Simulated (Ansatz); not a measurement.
BrHOSn, SMILES `[OH][Sn][Br]`. Total charge 0; spin multiplicity 1. Correlated methods include outer-core shells of Br, Sn, which these sets cover unevenly. Scalar relativity is left out up to krypton. Sn: def2 effective core potential.

Z-matrix (Å, degrees):
```
O
Sn 1 1.975
H 1 0.962 2 114.8
Br 2 2.517 1 94.6 3 179.9
```

(1) Give the diagnostics of a CCSD(T)/def2-TZVPP run (frozen core, Ansatz). (An estimate is asked.)

Results:

(1) Ansatz gave: T1 = 0.0146, largest single amplitude 0.051, largest double 0.048, (T) share of the correlation energy 3.4 %, 10 CCSD cycles. The RHF solution is stable towards an unrestricted one. T1 lies under the customary mark of 0.02 for closed shells.
